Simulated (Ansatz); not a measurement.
`FCOC1=C[SiH2]1`, relaxed with RKS PBE-D4/def2-SVP in the Gaussian-basis code of Ansatz from a rough embedded geometry. The force threshold is 0.03 eV/Å; the program also tests the step.

Total charge 0; spin multiplicity 1.

Start:

```xyz
11

F    -1.346    2.599   -0.953
C    -1.016    1.288   -1.010
O    -0.264    0.943    0.174
C     0.091   -0.449    0.010
C    -0.179   -1.259    0.993
Si    1.540   -1.287    0.751
H    -0.425    1.139   -1.933
H    -1.956    0.682   -1.094
H    -0.925   -1.140    1.835
H     2.091   -2.172   -0.292
H     2.388   -0.343    1.520
```

```
         step  energy (eV)  largest force (eV/Å)  largest move (Å)
            1  -15808.4298                 4.050             0.000
            2  -15809.3114                 2.550             0.194
            3  -15809.7990                 0.965             0.197
            4  -15810.0025                 0.491             0.200
            5  -15810.1300                 0.528             0.200
            6  -15810.2010                 0.480             0.126
            7  -15810.2690                 0.482             0.192
            8  -15810.3240                 0.338             0.188
            9  -15810.3501                 0.391             0.189
           10  -15810.3679                 0.281             0.083
           11  -15810.3853                 0.394             0.134
           12  -15810.4055                 0.157             0.102
           13  -15810.4130                 0.277             0.102
14 (rejected)  -15810.4031                 0.777             0.195
           15  -15810.4229                 0.077             0.097
           16  -15810.4265                 0.150             0.098
           17  -15810.4282                 0.127             0.048
           18  -15810.4293                 0.070             0.058
19 (rejected)  -15810.4285                 0.164             0.015
           20  -15810.4296                 0.016             0.007
```

End:

```xyz
11

F    -0.431    2.364   -0.707
C    -0.969    1.194   -1.177
O    -1.312    0.344   -0.114
C    -0.286   -0.341    0.435
C    -0.124   -1.138    1.507
Si    1.447   -0.942    0.562
H    -0.220    0.704   -1.841
H    -1.916    1.415   -1.712
H    -0.723   -1.525    2.343
H     1.978   -2.027   -0.334
H     2.556   -0.047    1.037
```

Run time 22 s (4 threads of an Arm Neoverse V2 on a shared host); peak host memory 0.16 GiB.
